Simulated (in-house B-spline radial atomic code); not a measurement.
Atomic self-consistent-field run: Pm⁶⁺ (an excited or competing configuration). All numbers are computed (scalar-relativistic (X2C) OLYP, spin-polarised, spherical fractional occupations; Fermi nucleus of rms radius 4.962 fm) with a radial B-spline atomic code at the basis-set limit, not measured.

In the input, 3d5,1 would mean five up and one down electron.

Command:
```bash
python run_scf.py task.json out
```
Settings (nuclear radius in fm, mass in u):
```
Z                61
configuration    1s2 2s2 2p6 3s2 3p6 3d10 4s2 4p6 4d10 4f1,1 5s2 5p2,3
hamiltonian      x2c
method           optx,lyp
spin_polarised   True
nucleus          fermi
rms_radius       4.962
atomic_mass      144.91276
speed_of_light   137.035999084
```

Output (hartree, bohr):
```
 radial grid: 67 intervals, B-splines of order 8, outer radius 21.6418 bohr

 iter        energy (Eh)    residual
    1       -9987.955464    1.07e+00
    2      -10003.298145    8.64e-01
    3      -10014.091796    1.68e-01
    4      -10014.635139    5.03e-02
    5      -10014.653701    1.82e-02
    6      -10014.660161    5.64e-03
    7      -10014.660636    2.07e-04
    8      -10014.660637    2.83e-05
    9      -10014.660637    1.20e-06
   10      -10014.660637    1.23e-07

 total energy                    -10014.66064
 kinetic                           10834.1294
 electron-nucleus                 -24325.2012
 Hartree                            3708.2558
 exchange-correlation               -231.8446

 orbital      occ     eigenvalue          <r>       <r^2>       <1/r>       r_max
 1s up      1.000     -1653.6654    0.0224955 0.000698396     71.8816     0.01397
 1s down    1.000     -1653.6690    0.0224956 0.000698399     71.8814     0.01397
 2s up      1.000      -271.9856    0.0983402    0.011477     16.5301     0.08369
 2s down    1.000      -271.9876    0.0983404   0.0114771     16.5301     0.08369
 2p up      3.000      -243.6505    0.0867203  0.00919541     14.7826      0.0672
 2p down    3.000      -243.6539      0.08672  0.00919536     14.7827      0.0672
 3s up      1.000       -62.1683     0.260148     0.07746     5.91705      0.2388
 3s down    1.000       -62.1711     0.260152   0.0774628     5.91705      0.2388
 3p up      3.000       -53.2358     0.258259   0.0773973     5.42296      0.2338
 3p down    3.000       -53.2391     0.258262   0.0774002     5.42294      0.2338
 3d up      5.000       -40.8266     0.236107   0.0656063     5.10523      0.1917
 3d down    5.000       -40.8297     0.236111   0.0656096     5.10517      0.1917
 4s up      1.000       -15.1016     0.588429    0.390566     2.46259      0.5507
 4s down    1.000       -15.1064     0.588445    0.390633     2.46289      0.5506
 4p up      3.000       -12.1330     0.620232    0.437002     2.23777      0.5734
 4p down    3.000       -12.1378     0.620378    0.437293     2.23767      0.5733
 4d up      5.000        -7.8908      0.67144    0.521004     1.97137      0.5969
 4d down    5.000        -7.8974     0.672129     0.52229     1.97002      0.5969
 4f up      1.000        -3.2896     0.804548    0.787813     1.54141      0.5989
 4f down    1.000        -3.3039     0.809063     0.79747      1.5351      0.5995
 5s up      1.000        -4.2944      1.31335      1.9249     1.02964       1.226
 5s down    1.000        -4.3391      1.31429     1.92603     1.02737       1.228
 5p up      2.000        -3.4474      1.45723     2.37805    0.908313       1.346
 5p down    3.000        -3.4933      1.45472     2.36726    0.908834       1.348
```

Cost of the run: 0.16 s on 1 thread of Arm Neoverse V2, with other jobs on the host.

One-electron X2C: radii and densities carry no picture-change correction, so inner-shell <1/r> comes out high (for 1s by about 2 % at Z = 33, 5 % at 54, 10 % at 75, 30 % at 118) and <r> low.
